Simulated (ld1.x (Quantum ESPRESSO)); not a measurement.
manganese: variants of one ultrasoft potential

Base potential:

```
Element                 : Mn
Generator               : ld1.x (Quantum ESPRESSO) 7.5
Type                    : ultrasoft
Functional              : PBE
Relativity              : scalar-relativistic
Frozen core             : [Ne]
Valence charge          : 15
Reference configuration : 3s2 3p6 3d5 4s1 4p1
Partial waves           : 3s (bound): rcut 1.30, rcutus 1.60 bohr; 4s (bound): rcut 1.30, rcutus 1.60 bohr; 3p (bound): rcut 1.25, rcutus 1.50 bohr; 4p (bound): rcut 1.25, rcutus 1.50 bohr; 3d (bound): rcut 1.60, rcutus 2.15 bohr; 3d channel at -0.15 Ry: rcut 1.60, rcutus 2.15 bohr
Local potential         : all-electron potential smoothed inside 1.20 bohr (lloc = -1)
Core correction         : a·sin(br)/r model core inside 1.20 bohr
Augmentation charge     : PSQ, radius 1.25 bohr
```

Cutoffs, loose and tight: the cutoffs (Ry, on a coarse ladder) from which the occupation-weighted sum of valence levels, in a spherical-Bessel basis at the reference potential, stays within 10 and 1 mRy of its value at 400 Ry. They do not see the model core or the augmentation charge, which bear on the density cutoff. Test errors are all-electron minus pseudo excitation energies from the reference, over the configurations 3s2 3p6 3d5 4s2 4p0; 3s2 3p6 3d5 4s1 4p0; 3s2 3p6 3d5 4s0 4p0; 3s2 3p5 3d5 4s2 4p0; 3s2 3p6 3d6 4s1 4p0; 3s2 3p6 3d3 4s0 4p0; 3s2 3p6 3d5.5 4s1.5 4p0. A dash means not determined; rows that change the core or the reference have their own tests. The largest error is taken over the tests solved by every variant that gives reliable tests at all: 3s2 3p6 3d5 4s0 4p0; 3s2 3p6 3d5 4s1 4p0; 3s2 3p6 3d5 4s2 4p0.

Cutoffs are not given where the Bessel-basis levels miss the radial ones by over 6 mRy, ghosts where they miss by over 20 mRy; a channel whose overlap is not positive is not tested.

On the changes marked as counting shells twice: ld1.x takes every shell without a wave as core, so the model core holds the marked electrons as well and exchange and correlation see them twice. This cancels in the reference configuration, but the file is broken for other ones, and its errors say nothing about a proper core correction.

A file whose overlap is not positive is unfit for use, and its test errors describe a broken file.

| change | outcome | cutoff, loose | cutoff, tight | bound ghosts | largest test error (meV) |
| --- | --- | --- | --- | --- | --- |
| base | generated, overlap not positive | – | – | not determined (overlap not positive) | -4.6 |
| local potential all-electron potential smoothed inside 1.25 bohr (lloc = -1) | generated, overlap not positive | – | – | not determined (overlap not positive) | -2.7 |
| all radii but the core radius scaled by about 1.06 (s 1.70, p 1.60, d 2.28 bohr, rcut 1.38/1.32/1.70); local potential all-electron potential smoothed inside 1.28 bohr (lloc = -1); augmentation PSQ, radius 1.32 bohr | generated, overlap not positive | – | – | not determined (overlap not positive) | -5.9 |
| waves 3s (bound): rcut 1.30, rcutus 1.48 bohr; 4s (bound): rcut 1.30, rcutus 1.48 bohr | generated, overlap not positive | – | – | not determined (overlap not positive) | -4.4 |
| waves 3d (bound): rcut 1.60, rcutus 2.22 bohr; 3d channel at -0.15 Ry: rcut 1.60, rcutus 2.22 bohr | generated, overlap not positive | – | – | not determined (overlap not positive) | -4.4 |
| core correction a·sin(br)/r model core inside 1.14 bohr | generated, overlap not positive | – | – | not determined (overlap not positive) | -4.6 |
| type TM; waves now 3p (bound): rc 1.50 bohr; 3d (bound): rc 2.15 bohr; 3s (bound): rc 1.60 bohr; local potential the s channel; core correction full core density, not smoothed (it rises at the typed radius of 1.20 bohr, so ld1.x skipped the fit) (4p, 4s counted twice) | generated, misses its reference levels by 1.63 eV | 70 Ry | 110 Ry | none | -3633 |
| reference 3s2 3p6 3d5 4s2 4p0 | generated, overlap not positive | – | – | not determined (overlap not positive) | -3.3 over the solved tests; test run stopped at test 4 of 7 (negative rho), 1 before it not solved |
| wave 3d channel at -0.15 Ry: rcut 1.60, rcutus 2.15 bohr becomes 3d channel at 0.39 Ry: rcut 1.60, rcutus 2.15 bohr | generated, overlap not positive | – | – | not determined (overlap not positive) | -7.0 |

Task: What comes out with this change to the base: local potential all-electron potential smoothed inside 1.98 bohr (lloc = -1)?

Result: outcome: generated; cutoff, loose: 50 Ry; cutoff, tight: 70 Ry; bound ghosts: none; largest test error (meV): -3.1.

Task: What comes out with this change to the base: augmentation PSQ, radius 1.45 bohr?

Result: outcome: generated, overlap not positive; bound ghosts: not determined (overlap not positive); largest test error (meV): -21. A file whose overlap is not positive is unfit for use, and its test errors describe a broken file.

Task: What comes out with this change to the base: waves 3p (bound): rcut 1.14, rcutus 1.20 bohr; 4p (bound): rcut 1.14, rcutus 1.20 bohr?

Result: outcome: generated; cutoff, loose: 60 Ry; cutoff, tight: 100 Ry; bound ghosts: none; largest test error (meV): -1.2.
